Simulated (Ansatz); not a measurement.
Cost and result for the atomization energy of `C=C[Si@@H](O)O[Si@@H](C)O` (18 atoms, 17 bonds).

```csv
atom,x (Å),y (Å),z (Å)
C1,0.2863,1.3697,-3.0357
C2,-0.0251,1.6971,-1.7842
Si3,-1.0856,0.6367,-0.7075
O4,-1.2689,-0.7986,-1.5103
O5,-0.3646,0.3897,0.7338
Si6,0.7458,-0.6639,1.3407
C7,0.5730,-0.7734,3.1754
O8,0.4855,-2.1595,0.7136
H9,0.9204,1.9957,-3.6576
H10,-0.0799,0.4523,-3.4867
H11,0.3721,2.6256,-1.3767
H12,-2.4197,1.2254,-0.4319
H13,-2.0949,-1.2646,-1.3735
H14,2.0889,-0.1603,0.9465
H15,-0.4289,-1.1128,3.4482
H16,0.7460,0.2013,3.6378
H17,1.2983,-1.4797,3.5865
H18,0.2513,-2.1807,-0.2186
```

The species carries charge 0 and has multiplicity 1. The structure was optimised at the PBE0-D4/def2-TZVP level. It is one conformer, not always the lowest. Program: Ansatz. All runs use 3 threads of an AMD EPYC 7R13 on a shared host and a share of an NVIDIA H100 80 GB. Times are those of one run each, without the atoms' runs, and a repeat can differ threefold. Electronic energies, without spin–orbit coupling; frozen cores. CCSD(T)/CBS adds CCSD(T) − MP2 in def2-TZVPP to the MP2 limit, and its time is that of the two runs behind it. T1 = 0.012. B3LYP takes the VWN-RPA correlation (the form of Gaussian; ORCA's B3LYP/G).

CCSD(T)/CBS is a level of theory with its own doubt, some kJ/mol a heavy atom from the limit and from the frozen cores, so smaller differences don't rank the functionals.

```json
{"level": "PBE0-D4/def2-TZVPP", "functions": "410", "wall time": "3.8 s", "atomization (kJ/mol)": "7259.5", "difference from CCSD(T)/CBS": "-61.7", "per bond": "-3.6"}
{"level": "ωB97X-V/def2-TZVPP", "functions": "410", "wall time": "4.2 s", "atomization (kJ/mol)": "7308.9", "difference from CCSD(T)/CBS": "-12.3", "per bond": "-0.7"}
{"level": "r2SCAN-D4/def2-TZVPP (with forces)", "functions": "410", "wall time": "4.8 s", "atomization (kJ/mol)": "7309.9", "difference from CCSD(T)/CBS": "-11.3", "per bond": "-0.7"}
{"level": "PBE-D4/def2-TZVPP (with forces)", "functions": "410", "wall time": "4.9 s", "atomization (kJ/mol)": "7376.6", "difference from CCSD(T)/CBS": "55.4", "per bond": "3.3"}
{"level": "B2PLYP/def2-TZVPP", "functions": "410", "wall time": "5 s", "atomization (kJ/mol)": "7218.7", "difference from CCSD(T)/CBS": "-102.5", "per bond": "-6.0"}
{"level": "B3LYP-D4/def2-TZVPP (with forces)", "functions": "410", "wall time": "5.5 s", "atomization (kJ/mol)": "7280.4", "difference from CCSD(T)/CBS": "-40.8", "per bond": "-2.4"}
{"level": "MP2/def2-QZVPP", "functions": "782", "wall time": "6 s", "atomization (kJ/mol)": "7382.0", "difference from CCSD(T)/CBS": "60.8", "per bond": "3.6"}
{"level": "ωB97M-V/def2-TZVPP (with forces)", "functions": "410", "wall time": "6.5 s", "atomization (kJ/mol)": "7320.1", "difference from CCSD(T)/CBS": "-1.1", "per bond": "-0.1"}
{"level": "CCSD(T)/def2-TZVPP", "functions": "410", "wall time": "20 s", "atomization (kJ/mol)": "7123.5", "difference from CCSD(T)/CBS": "-197.7", "per bond": "-11.6"}
{"level": "CCSD(T)/CBS(def2)", "functions": "–", "wall time": "26 s", "atomization (kJ/mol)": "7321.2", "difference from CCSD(T)/CBS": "0.0", "per bond": "0.0"}
```

In def2-TZVPP, CCSD(T) changes the Hartree–Fock value by +1734.1 kJ/mol (the triples alone add +101.2 kJ/mol) and MP2 by +1874.0 kJ/mol; breaking electron pairs costs correlation energy, which Hartree–Fock lacks. The D4 term adds +72.4 kJ/mol with B3LYP and +38.9 kJ/mol with PBE0; it sums over pairs of atoms, weighted by their polarisabilities, and B3LYP, whose exchange is more repulsive, gets the larger term. From PBE to PBE0 (25 % exact exchange), in def2-TZVPP and without D4, the atomization energy moves by −110.6 kJ/mol: exact exchange takes away binding that semilocal exchange gives to molecules.
